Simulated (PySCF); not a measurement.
C₃H₅Cl₂FSi, SMILES C=CC[Si](F)(Cl)Cl. Atoms are numbered in the order given.

```xyz
12

C      2.6533    -1.3488    -0.9476
C      1.5438    -0.7986    -1.4544
C      1.0392     0.5733    -1.1201
Si    -0.3604     0.5249     0.1016
F     -0.9670     2.0087     0.3023
Cl    -1.8844    -0.6758    -0.5650
Cl     0.2766    -0.1316     1.9344
H      3.3017    -0.7995    -0.2558
H      2.9497    -2.3682    -1.2090
H      0.9136    -1.3887    -2.1324
H      1.8325     1.1999    -0.6756
H      0.6645     1.0998    -2.0170
```

Coordinates come from a r2SCAN-D4/def2-SVP optimisation. The values are those of a single conformer.

Method: SMD-PBE0/6-31G* (PySCF).

Solvation free energies are E(SMD) − E(gas) at the gas-phase geometry, for 1 M in both phases. In vacuum the dipole moment is 2.43 D.

| solvent | ΔG(solv) (kcal/mol) | its non-electrostatic (CDS) part | dipole (D) |
|---|---|---|---|
| water | -0.8 | 3.9 | 2.98 |
| dichloromethane | -6.4 | -2.4 | 2.89 |
| benzene | -5.0 | -2.9 | 2.68 |
